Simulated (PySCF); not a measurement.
C₆H₆OSi, SMILES C#C[SiH2]c1ccco1, GFN2-xTB optimised geometry.

```
14

C     -2.56     2.28     0.10
C     -2.41     1.09     0.06
Si    -2.24    -0.75     0.00
C     -0.39    -1.08     0.00
C      0.70    -0.26     0.00
C      1.84    -1.10     0.00
C      1.36    -2.37     0.00
O      0.02    -2.37     0.00
H     -2.67     3.33     0.14
H     -2.85    -1.26    -1.24
H     -2.87    -1.34     1.18
H      0.69     0.81     0.00
H      2.87    -0.80     0.00
H      1.85    -3.33     0.00
```

Density from PBE/def2-TZVP in PySCF at that geometry.

Minimum of the electron density along straight lines between bonded atoms, close to the bond critical point (lines longer than 1.1 times the sum of covalent radii, or with two minima, are not listed):

| bond | length / Å | ρ at the minimum / e bohr⁻³ | ∇²ρ there / e bohr⁻⁵ | position (fraction from the first atom) |
|---|---|---|---|---|
| C1–C2 | 1.202 | 0.423 | [?] | 0.52 |
| C2–Si3 | 1.850 | 0.114 | 0.28 | 0.61 |
| Si3–C4 | 1.874 | 0.119 | [?] | 0.39 |
| C4–C5 | 1.369 | 0.328 | -0.93 | 0.51 |
| C5–C6 | 1.412 | 0.297 | -0.79 | 0.50 |
| C6–C7 | 1.362 | 0.333 | -0.96 | 0.48 |
| C4–O8 | 1.356 | 0.286 | -0.28 | 0.34 |
| C7–O8 | 1.340 | 0.300 | [?] | 0.34 |
| C1–H9 | 1.053 | 0.297 | -1.11 | 0.66 |
| Si3–H10 | 1.469 | 0.125 | 0.15 | 0.50 |
| Si3–H11 | 1.468 | 0.125 | 0.15 | 0.50 |
| C5–H12 | 1.071 | 0.289 | -1.03 | 0.65 |
| C6–H13 | 1.071 | 0.288 | -1.02 | 0.65 |
| C7–H14 | 1.073 | 0.293 | -1.06 | 0.65 |

Task: Some entries are withheld; supply them.

Result: 
- C1–C2, ∇²ρ there / e bohr⁻⁵: -1.28
- Si3–C4, ∇²ρ there / e bohr⁻⁵: 0.21
- C7–O8, ∇²ρ there / e bohr⁻⁵: -0.32
